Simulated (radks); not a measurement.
Sc4+, 17 electrons, occupied as [Ne] 3s2 3p5.

Calculated with a radial shooting solver on a logarithmic mesh with Libxc functionals: non-relativistic Kohn-Sham, PBE, spin-polarised, spherical densities, point nucleus; open shells are filled with parallel spins first.

Energy parts (hartree):
part                       energy
total                  -756.04675
kinetic                 755.41735
electron-nucleus      -1756.26403
Hartree                 281.94322
exchange-correlation    -37.14329

Orbitals (lengths in bohr, moments of r in powers of bohr; r(max) is where P^2 peaks; r(90%) holds 90 % of the orbital's charge):
orbital  occ.  eigenvalue (hartree)   <1/r>   r(max)      <r>  r(90%)
1s up       1             -162.7205   20.53  0.04836  0.07360   0.131
1s down     1             -162.7074   20.53  0.04836  0.07360   0.131
2s up       1             -19.32830   4.254   0.2857   0.3457   0.537
2s down     1             -19.31762   4.253   0.2858   0.3457   0.537
2p up       3             -16.32801   4.186   0.2331   0.3082   0.507
2p down     3             -16.31215   4.186   0.2332   0.3082   0.507
3s up       1              -3.88493   1.351   0.9153    1.036    1.53
3s down     1              -3.82614   1.348   0.9159    1.039    1.54
3p up       3              -3.08877   1.251   0.9404    1.089    1.65
3p down     2              -3.03235   1.247   0.9415    1.093    1.66
3d up       0              -1.86692   1.027   0.9448    1.210    1.94
3d down     0              -1.81896   1.021   0.9471    1.221    1.97
4s up       0              -1.31788  0.5483    2.320    2.474    3.53
4s down     0              -1.30222  0.5446    2.333    2.490    3.56

The highest occupied level is 3p down at -82.514 eV. Summed over all electrons, <r^2> = 10.38 bohr^2, which gives a Langevin (diamagnetic) susceptibility term of -8.22 x 10^-6 cm^3/mol.
